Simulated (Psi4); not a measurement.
H4MgOSi (SMILES [OH][Mg][SiH3]), singlet, at a GFN2-xTB geometry (such geometries of metal compounds can be far from the true shape); PBE0/6-31G, TDDFT in Psi4 1.11.

Input for Psi4:
```
memory 2 GB

molecule mol {
0 1
  Mg   -0.132844    0.602074   -0.343822
  O    -0.451432    2.045976   -1.168379
  H    -0.630220    2.856275   -1.631110
  Si    0.324742   -1.471791    0.840484
  H     0.351457   -2.635281   -0.060898
  H    -0.687529   -1.762470    1.868941
  H     1.625492   -1.446140    1.529180
symmetry c1
}

set basis 6-31g
set reference rks
set puream true
set save_jk true
set tdscf_states [5]
set tdscf_tda false
set d_convergence 1e-8

energy('td-pbe0')
print_variables()
```

The log (banner, timings and long lists left out):

```
   => Loading Basis Set <=

    Name: 6-31G
    Role: ORBITAL
    Keyword: BASIS

         ---------------------------------------------------------
                                   SCF
               by Justin Turney, Rob Parrish, Andy Simmonett
                          and Daniel G. A. Smith
                              RKS Reference
         ---------------------------------------------------------

  ==> Geometry <==

    Molecular point group: c1
    Full point group: C1

    Geometry (in Angstrom), charge = 0, multiplicity = 1:

       Center              X                  Y                   Z               Mass
    ------------   -----------------  -----------------  -----------------  -----------------
         MG          -0.123714114919     0.560695006501    -0.320191943323    23.985041697000
         O           -0.442302114919     2.004597006501    -1.144748943323    15.994914619570
         H           -0.621090114919     2.814896006501    -1.607479943323     1.007825032230
         SI           0.333871885081    -1.513169993499     0.864114056677    27.976926534650
         H            0.360586885081    -2.676659993499    -0.037267943323     1.007825032230
         H           -0.678399114919    -1.803848993499     1.892571056677     1.007825032230
         H            1.634621885081    -1.487518993499     1.552810056677     1.007825032230

  Running in c1 symmetry.

  Rotational constants: A =      3.00540  B =      0.07767  C =      0.07767 [cm^-1]
  Rotational constants: A =  90099.51975  B =   2328.60889  C =   2328.60888 [MHz]
  Nuclear repulsion =  113.701848251616227

  Charge       = 0
  Multiplicity = 1
  Electrons    = 38
  Nalpha       = 19
  Nbeta        = 19

  ==> Algorithm <==

  SCF Algorithm Type is DF.
  DIIS enabled.
  MOM disabled.
  Fractional occupation disabled.
  Guess Type is SAD.
  Energy threshold   = 1.00e-06
  Density threshold  = 1.00e-08
  Integral threshold = 1.00e-12

  ==> Primary Basis <==

  Basis Set: 6-31G
    Blend: 6-31G
    Number of shells: 27
    Number of basis functions: 43
    Number of Cartesian functions: 43
    Spherical Harmonics?: true
    Max angular momentum: 1

  ==> DFT Potential <==

   => LibXC <=

    Version 7.1.2
    S. Lehtola, C. Steigemann, M. J. T. Oliveira, and M. A. L. Marques,  SoftwareX 7, 1–5 (2018) (10.1016/j.softx.2017.11.002)

   => Composite Functional: PBE0 <=

    PBE0 Hyb-GGA Exchange-Correlation Functional

    C. Adamo and V. Barone,  J. Chem. Phys. 110, 6158 (1999) (10.1063/1.478522)
    M. Ernzerhof and G. E. Scuseria,  J. Chem. Phys. 110, 5029 (1999) (10.1063/1.478401)

    Deriv               =              1
    GGA                 =           TRUE
    Meta                =          FALSE

    Exchange Hybrid     =           TRUE
    MP2 Hybrid          =          FALSE

   => Exchange Functionals <=

    0.7500   Perdew, Burke & Ernzerhof

   => Exact (HF) Exchange <=

    0.2500               HF

   => Correlation Functionals <=

    1.0000   Perdew, Burke & Ernzerhof

   => LibXC Density Thresholds  <==

    XC_HYB_GGA_XC_PBEH:  1.00E-15

   => Molecular Quadrature <=

    Radial Scheme          =       TREUTLER
    Pruning Scheme         =           NONE
    Nuclear Scheme         =       TREUTLER

    Blocking Scheme        =         OCTREE
    BS radius alpha        =              1
    Pruning alpha          =              1
    Radial Points          =             75
    Spherical Points       =            302
    Total Points           =         152493
    Total Blocks           =           1225
    Max Points             =            256
    Max Functions          =             42
    Weights Tolerance      =       1.00E-15

   => Loading Basis Set <=

    Name: (6-31G AUX)
    Role: JKFIT
    Keyword: DF_BASIS_SCF

  ==> Integral Setup <==

  SCF_SUBTYPE=INCORE selected. In-core MEM_DF algorithm will be used.
  Using in-core AOs.

  ==> MemDFJK: Density-Fitted J/K Matrices <==

[...]
  @DF-RKS Final Energy:  -566.83229749719089
    Total Energy =                       -566.8322974971908934
[...]

******************************************************************************************
**********                               WARNING                                **********
**********  Length-gauge rotatory strengths are **NOT** gauge-origin invariant  **********
******************************************************************************************

                                    Excitation Energy         Total Energy        Oscillator Strength             Rotatory Strength
     #   Sym: GS->ES (Trans)        au              eV              au          au (length)    au (velocity)    au (length)    au (velocity)
    ---- -------------------- --------------- --------------- --------------- --------------- --------------- --------------- ---------------
     1        A->A (1 A)       0.21526         5.85765        -566.61703       0.0182          0.0299         -0.0000         -0.0000
     2        A->A (1 A)       0.21526         5.85765        -566.61703       0.0182          0.0299          0.0000          0.0000
     3        A->A (1 A)       0.22210         6.04357        -566.61020       0.3368          0.3781          0.0000          0.0000
     4        A->A (1 A)       0.22949         6.24471        -566.60281       0.0000          0.0000         -0.0000         -0.0000
     5        A->A (1 A)       0.23068         6.27710        -566.60162       0.0146          0.0115          0.0000          0.0000

Contributing excitations and de-excitations
Only contributions with abs(coeff) > 1.00e-01 will be printed:

Excited State    1 (1 A):   0.21526 au   211.66 nm f = 0.0182
  Sums of squares: Xssq =  1.000254e+00; Yssq =  2.536413e-04; Xssq - Yssq =  1.000000e+00
     17a  ->  20a    -0.784799 (61.591%)
     18a  ->  20a     0.559792 (31.337%)
     19a  ->  21a    -0.233620 ( 5.458%)

Excited State    2 (1 A):   0.21526 au   211.66 nm f = 0.0182
  Sums of squares: Xssq =  1.000254e+00; Yssq =  2.536428e-04; Xssq - Yssq =  1.000000e+00
     17a  ->  20a     0.559792 (31.337%)
     18a  ->  20a     0.784802 (61.591%)
     19a  ->  22a    -0.233611 ( 5.457%)

Excited State    3 (1 A):   0.22210 au   205.15 nm f = 0.3368
  Sums of squares: Xssq =  1.004212e+00; Yssq =  4.212039e-03; Xssq - Yssq =  1.000000e+00
     17a  ->  21a     0.110195 ( 1.214%)
     18a  ->  22a    -0.110186 ( 1.214%)
     19a  ->  20a    -0.979324 (95.908%)

Excited State    4 (1 A):   0.22949 au   198.54 nm f = 0.0000
  Sums of squares: Xssq =  1.000227e+00; Yssq =  2.269793e-04; Xssq - Yssq =  1.000000e+00
     17a  ->  21a    -0.244127 ( 5.960%)
     17a  ->  22a    -0.659430 (43.485%)
     18a  ->  21a    -0.659674 (43.517%)
     18a  ->  22a     0.244043 ( 5.956%)

Excited State    5 (1 A):   0.23068 au   197.52 nm f = 0.0146
  Sums of squares: Xssq =  1.000260e+00; Yssq =  2.596024e-04; Xssq - Yssq =  1.000000e+00
     17a  ->  21a     0.598776 (35.853%)
     17a  ->  22a     0.319789 (10.227%)
     18a  ->  21a    -0.319749 (10.224%)
     18a  ->  22a     0.598751 (35.850%)
     19a  ->  21a    -0.201728 ( 4.069%)
     19a  ->  22a    -0.153358 ( 2.352%)

******************************************************************************************
**********                               WARNING                                **********
**********       The names of excited state variables changed between 1.5       **********
**********     and 1.6. For a quick solution, remove the symmetry specifier     **********
**********   from the variable name. For full details, see 'Notes on Psivars'   **********
**********                        in the documentation.                         **********
******************************************************************************************

  Variable Map:
  ----------------------------------------------------------------------------
[...]
  Array Variable Map:
  ----------------------------------------------------------------------------
[...]
[...]
```
